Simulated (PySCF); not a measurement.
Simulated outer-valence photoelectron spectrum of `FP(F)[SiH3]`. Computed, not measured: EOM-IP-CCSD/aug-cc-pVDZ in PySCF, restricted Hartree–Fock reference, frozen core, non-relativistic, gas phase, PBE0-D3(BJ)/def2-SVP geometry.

Each root has a Gaussian of 0.8 eV full width with its one-hole share as area; cross sections and vibrations are left out, and the highest printed point is 100.

```csv
ionisation energy (eV),intensity
8.6,0
8.8,2
9.0,9
9.2,22
9.4,39
9.6,49
9.8,43
10.0,27
10.2,12
10.4,4
10.6,1
10.8,0
11.0,0
11.2,0
11.4,0
11.6,0
11.8,0
12.0,3
12.2,11
12.4,30
12.6,61
12.8,90
13.0,100
13.2,90
13.4,74
13.6,61
13.8,46
14.0,28
14.2,15
14.4,14
14.6,26
14.8,44
15.0,59
15.2,65
15.4,65
15.6,59
15.8,51
16.0,48
16.2,60
16.4,79
16.6,87
16.8,73
17.0,45
17.2,21
17.4,7
17.6,2
17.8,0
```

Where are the maxima, and how many lines lie under the curve?

4 maxima, at 9.6, 13.0, 15.3 and 16.6 eV, from 8 lines. At this width some lines have no maximum of their own.

List the lines with their holes.

| E (eV) | leading hole (HF orbital) | area | Koopmans (eV) |
| --- | --- | --- | --- |
| 9.63 | HOMO | 0.96 | 10.22 |
| 12.85 | HOMO-1 | 0.94 | 13.66 |
| 12.99 | HOMO-2 | 0.94 | 13.75 |
| 13.63 | HOMO-3 | 0.94 | 14.87 |
| 14.99 | HOMO-4 | 0.94 | 17.63 |
| 15.58 | HOMO-5 | 0.93 | 18.43 |
| 16.44 | HOMO-6 | 0.92 | 18.85 |
| 16.72 | HOMO-7 | 0.92 | 19.38 |

The widest gap, 3.22 eV, lies between 9.63 and 12.85 eV. Only orbitals with −ε under 21 eV, eight at most, were ionised, so the high end of the curve may lack lines.

Time: 99 s wall; peak memory 1.5 GiB. Hardware: Arm Neoverse V2, one thread, shared host.
